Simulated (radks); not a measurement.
Isoelectronic series with 14 electrons, each ion in its NIST ground configuration. Method: Dirac Kohn-Sham, PBE, spin-unpolarised, spherical densities, finite nucleus; open shells fill j = l - 1/2 first; Fermi nuclear charge, rms radius of each element as measured or else 0.836 A^(1/3) + 0.57 fm; computed with a radial shooting solver on a logarithmic mesh with Libxc functionals. Total energies (hartree) and orbital eigenvalues (eV) (* marks an orbital that is empty in some or all of the ions):

ion,configuration,E (hartree),3p3/2*,3p1/2,3s1/2,2p3/2,2p1/2
Si,[Ne] 3s2 3p2,-289.83857,-4.0584,-4.0899,-10.7970,-95.3011,-95.9482
Cl3+,[Ne] 3s2 3p2,-458.59044,-45.0204,-45.2046,-58.8422,-236.0470,-237.7540
Ca6+,[Ne] 3s2 3p2,-668.21260,-115.5608,-116.1052,-136.6185,-440.8803,-444.6154
V9+,[Ne] 3s2 3p2,-918.88388,-214.1679,-215.4020,-242.7947,-707.9148,-715.1186
Fe12+,[Ne] 3s2 3p2,-1210.91712,-340.4665,-342.8721,-377.1855,-1036.689,-1049.376
Cu15+,[Ne] 3s2 3p2,-1544.70759,-494.3424,-498.5849,-539.8855,-1427.068,-1447.936
Ge18+,[Ne] 3s2 3p2,-1920.72295,-675.7812,-682.7431,-731.1176,-1879.048,-1911.590
Br21+,[Ne] 3s2 3p2,-2339.50406,-884.8196,-895.6357,-951.1893,-2392.691,-2441.319
Sr24+,[Ne] 3s2 3p2,-2801.66556,-1121.526,-1137.622,-1200.478,-2968.103,-3038.281
Nb27+,[Ne] 3s2 3p2,-3307.90015,-1385.992,-1409.126,-1479.425,-3605.424,-3703.813
Ru30+,[Ne] 3s2 3p2,-3858.98438,-1678.330,-1710.637,-1788.538,-4304.825,-4439.435
Ag33+,[Ne] 3s2 3p2,-4455.79191,-1998.667,-2042.712,-2128.392,-5066.499,-5246.867
Sn36+,[Ne] 3s2 3p2,-5099.28686,-2347.148,-2405.976,-2499.634,-5890.666,-6128.041
I39+,[Ne] 3s2 3p2,-5790.54820,-2723.934,-2801.133,-2902.989,-6777.566,-7085.127
Ba42+,[Ne] 3s2 3p2,-6530.7734,-3129.198,-3228.971,-3339.265,-7727.464,-8120.553
Pr45+,[Ne] 3s2 3p2,-7321.2967,-3563.132,-3690.368,-3809.367,-8740.646,-9237.034
Sm48+,[Ne] 3s2 3p2,-8163.5607,-4025.941,-4186.305,-4314.287,-9817.421,-10437.61
Tb51+,[Ne] 3s2 3p2,-9059.2867,-4517.842,-4717.873,-4855.172,-10958.11,-11725.69
Er54+,[Ne] 3s2 3p2,-10010.1786,-5039.075,-5286.295,-5433.223,-12163.08,-13105.08
Lu57+,[Ne] 3s2 3p2,-11018.3563,-5589.887,-5892.934,-6049.860,-13432.69,-14580.06
W60+,[Ne] 3s2 3p2,-12086.1635,-6170.543,-6539.320,-6706.667,-14767.32,-16155.48
Ir63+,[Ne] 3s2 3p2,-13216.0627,-6781.325,-7227.170,-7405.346,-16167.40,-17836.79
